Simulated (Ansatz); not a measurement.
One change: `BN[SiH]1CN1` becomes `C[SiH]1CN1`.

Ansatz, PBE0-D4/def2-TZVP geometries, multiplicity 1. Each molecule was computed in one conformer, which needn't be the lowest.

| property | `BN[SiH]1CN1` |
| --- | --- |
| HOMO–LUMO gap (ωB97M-V/def2-TZVPP) / eV | 10.70 |
| LUMO energy (B3LYP/def2-TZVPP) / eV | -0.55 |
| HOMO energy (ωB97M-V/def2-TZVPP) / eV | -9.16 |
| size of the dipole moment (ωB97M-V/def2-TZVPP) / D | 0.97 |
| LUMO energy (ωB97M-V/def2-TZVPP) / eV | 1.54 |
| LUMO energy (PBE0/def2-TZVPP) / eV | -0.32 |

Q: Give the same properties after the change, and the shifts. (An estimate is asked.)

A: The calculation gave: 
| property | `C[SiH]1CN1` | shift |
| --- | --- | --- |
| HOMO–LUMO gap (ωB97M-V/def2-TZVPP) / eV | 10.93 | 0.23 |
| LUMO energy (B3LYP/def2-TZVPP) / eV | 0.25 | 0.80 |
| HOMO energy (ωB97M-V/def2-TZVPP) / eV | -8.80 | 0.36 |
| size of the dipole moment (ωB97M-V/def2-TZVPP) / D | 2.08 | 1.11 |
| LUMO energy (ωB97M-V/def2-TZVPP) / eV | 2.14 | 0.60 |
| LUMO energy (PBE0/def2-TZVPP) / eV | 0.50 | 0.82 |

With PBE0 the HOMO rises by 0.36 eV and the LUMO rises by 0.82 eV, so the gap widens by about 0.46 eV. PBE moves the HOMO by 0.38 eV and ωB97M-V by 0.36 eV. Dipoles are sizes alone; their direction can turn.

B3LYP here is the variant with VWN-RPA as its local correlation; programs differ in this.
